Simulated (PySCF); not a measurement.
Species: BH8OPSi2.
Atom-mapped SMILES: `[BH2:1][PH:2][SiH2:3][O:4][SiH3:5]` (hydrogens: H6, H7 on B1; H8 on P2; H9, H10 on Si3; H11, H12, H13 on Si5)

Method: PySCF, PBE0-D3(BJ)/def2-SVP geometry optimisation, gas phase; density fitting, grid level 1; the optimiser is geomeTRIC in internal coordinates, started from a GFN2-xTB structure.

The end geometry, which sets the zero of energy:
```
atom  x, y, z in Å
B1      2.9249    0.2705    0.3668
P2      1.2401    0.9057   -0.0438
Si3     0.0960   -0.7729   -0.9883
O4     -1.5301   -0.4783   -0.9011
Si5    -2.7107    0.1017    0.1172
H6      3.8904    0.9824    0.2453
H7      3.0154   -0.8193    0.8774
H8      1.3735    1.9134   -1.0327
H9      0.4346   -0.9433   -2.4273
H10     0.4668   -1.9822   -0.1981
H11    -3.9821    0.1769   -0.6539
H12    -2.3380    1.4604    0.6119
H13    -2.8818   -0.8159    1.2829
```

Problem. These geometries come from the run, each turned onto the end geometry. Order them by energy, lowest first.
A.
```
atom  x, y, z in Å
B1      3.1333    0.3148    0.0352
P2      1.3668    0.8331    0.2672
Si3     0.1573   -0.8324   -0.6294
O4     -1.4277   -0.3902   -0.6341
Si5    -2.8577    0.1372    0.0054
H6      3.9720    1.1181   -0.2882
H7      3.4455   -0.8132    0.3348
H8      1.1532    1.9213   -0.6171
H9      0.5278   -1.1562   -2.0339
H10     0.3919   -2.0164    0.2471
H11    -3.7441    0.5546   -1.1163
H12    -2.6159    1.2968    0.9141
H13    -3.5034   -0.9685    0.7715
```
B.
```
atom  x, y, z in Å
B1      3.0933    0.3454   -0.0149
P2      1.3593    0.7729    0.3534
Si3     0.1486   -0.8542   -0.5616
O4     -1.3924   -0.3794   -0.6028
Si5    -2.8079    0.1596   -0.0120
H6      3.8402    1.1430   -0.4285
H7      3.4738   -0.7180    0.2942
H8      1.0916    1.8423   -0.4790
H9      0.4360   -1.1567   -1.9655
H10     0.2675   -2.0250    0.3075
H11    -3.5198    0.6170   -1.2019
H12    -2.5412    1.2372    0.9367
H13    -3.4500   -0.9850    0.6306
```
C.
```
atom  x, y, z in Å
B1      3.0199    0.2591    0.2299
P2      1.3049    0.9311    0.0410
Si3     0.1272   -0.7512   -0.8504
O4     -1.4915   -0.4316   -0.7975
Si5    -2.7954    0.0947    0.0772
H6      3.9775    0.9765    0.0858
H7      3.1417   -0.8753    0.6252
H8      1.3472    1.9819   -0.9078
H9      0.4534   -1.0368   -2.2737
H10     0.4793   -1.9044    0.0285
H11    -3.9404    0.2532   -0.8613
H12    -2.4862    1.4043    0.7255
H13    -3.1387   -0.9025    1.1339
```
D.
```
atom  x, y, z in Å
B1      2.9802    0.2623    0.2921
P2      1.2804    0.9217   -0.0004
Si3     0.1137   -0.7591   -0.9120
O4     -1.5091   -0.4475   -0.8462
Si5    -2.7658    0.0949    0.0966
H6      3.9423    0.9704    0.1275
H7      3.0927   -0.8409    0.7687
H8      1.3720    1.9527   -0.9725
H9      0.4579   -0.9905   -2.3417
H10     0.4787   -1.9390   -0.0747
H11    -3.9715    0.2287   -0.7679
H12    -2.4260    1.4225    0.6913
H13    -3.0466   -0.8770    1.1953
```

Solution. D (0.003 eV), C (0.010 eV), A (0.036 eV), B (0.286 eV).

In the order of the answer:

```tsv
step	E above end (eV)	largest force (eV/Å)	rms force component (eV/Å)	rms distance from end (Å)	rms bond change (Å)	bond most changed (Å)
7	0.003	0.04	0.013	0.112	0.001	P2–H8 +0.002
6	0.010	0.08	0.030	0.195	0.003	O4–Si5 -0.007
3	0.036	0.10	0.026	0.499	0.005	O4–Si5 -0.011
0	0.286	0.98	0.396	0.580	0.032	Si3–O4 -0.042
```

The cost below is that of the whole optimisation. Time: 24 s wall; peak memory 0.61 GiB. Hardware: AMD EPYC 9R45, one thread, shared host with 96 logical CPUs at a one-minute load of 29.
